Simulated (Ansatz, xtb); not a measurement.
Relaxing a trial structure of HNSi2Sn

The starting geometry of this gas-phase singlet was built from a drawn formula by distance geometry and a force field; its bonds are those of `N#[Si-]1[SiH]=[Sn+]1`.

| atom | x (Å) | y (Å) | z (Å) |
| --- | --- | --- | --- |
| N | -0.6570 | -2.5378 | -0.0963 |
| Si | -0.4864 | -1.3462 | 0.7853 |
| Si | 0.5988 | -0.2263 | 2.5438 |
| Sn | -1.3894 | 0.5872 | 1.8889 |
| H | 1.8167 | -0.2042 | 3.4600 |

Problem. Predict what becomes of its bonds when it is optimised with r2SCAN-D4/def2-SVP.

Solution. A new bond forms, giving a structure given below by its coordinates. Distances that change by over a tenth: N1–Si2 (1.49 → 1.67 Å), Si3–Sn4 (2.25 → 2.86 Å). Contacts that close: N1–Sn4 (3.77 → 2.13 Å).

The energy falls by 2.80 eV over 26 steps:

| step | E − E(last) (eV) |
| --- | --- |
| 1 | 2.798 |
| 4 | 1.657 |
| 7 | 1.603 |
| 9 | 1.521 |
| 12 | 0.899 |
| 15 | 0.524 |
| 18 | 0.138 |
| 20 | 0.020 |
| 23 | 0.000 |
| 26 | 0.000 |

Final geometry (Å):

```xyz
5

N    -1.2527   -1.7560    0.4887
Si    0.3244   -1.6547    1.0185
Si    1.2636    0.1907    2.1083
Sn   -1.5384    0.0736    1.5422
H     1.0860   -0.5809    3.4240
```

From the same start GFN2-xTB ends elsewhere, differing in N1–Sn4 (4.13 against 2.13 Å here), Si2–Si3 (3.34 against 2.34 Å here).

The end wasn't checked by frequencies. Atoms past krypton carry core potentials, without spin–orbit terms. Run with Ansatz 0.2.0, 35 s on 2 threads of Intel(R) Xeon(R) 6975P-C (Granite Rapids), on a shared host.
